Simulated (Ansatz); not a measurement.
Gas-phase electronic energies from Ansatz, PBE0-D4/def2-TZVP geometries. CCSD(T)/CBS is the MP2 limit (def2-TZVPP, def2-QZVPP) plus CCSD(T) − MP2 in def2-TZVPP, frozen cores. Functionals use def2-TZVPP. For Ge outer-core shells are correlated without core-valence functions, which leaves a few kJ/mol of doubt a bond. Scalar relativity is left out up to krypton. One conformer a species, not always the lowest.

`[CH3][GeH]1[CH2][O]1` → `C=[C](O)[GeH3]`  (isomerisation)

| level | ΔE (kcal/mol) |
| --- | --- |
| LDA (SPW92) | 2.9 |
| revPBE | 4.5 |
| CCSD(T)/def2-TZVPP | 3.0 |
| MP2/CBS(def2) | 6.6 |

What does CCSD(T)/CBS give? (An estimate is asked.)

Computed: +3.7 kcal/mol. The listed levels differ from it by -0.8, 0.8, -0.7, 2.9 kcal/mol.

Largest T1 diagnostic among the species: 0.013.

Leaving LDA and LC-ωPBE aside and taking each functional with its dispersion term where it has one, the values, not all of them listed here, spread over 4.9 kcal/mol, from BHLYP-D4 to PBE-QIDH. LDA lies −1.4 kcal/mol from PBE without D4. From BLYP to BHLYP (50 % exact exchange), in def2-TZVPP and without D4, ΔE moves by −1.7 kcal/mol. In def2-TZVPP, CCSD(T) changes the Hartree–Fock value by +7.5 kcal/mol (the triples alone add +0.8 kcal/mol) and MP2 by +10.3 kcal/mol.

CCSD(T)/CBS has its own doubt, a few kJ/mol and more with outer-core shells, so smaller differences from it don't rank the levels.
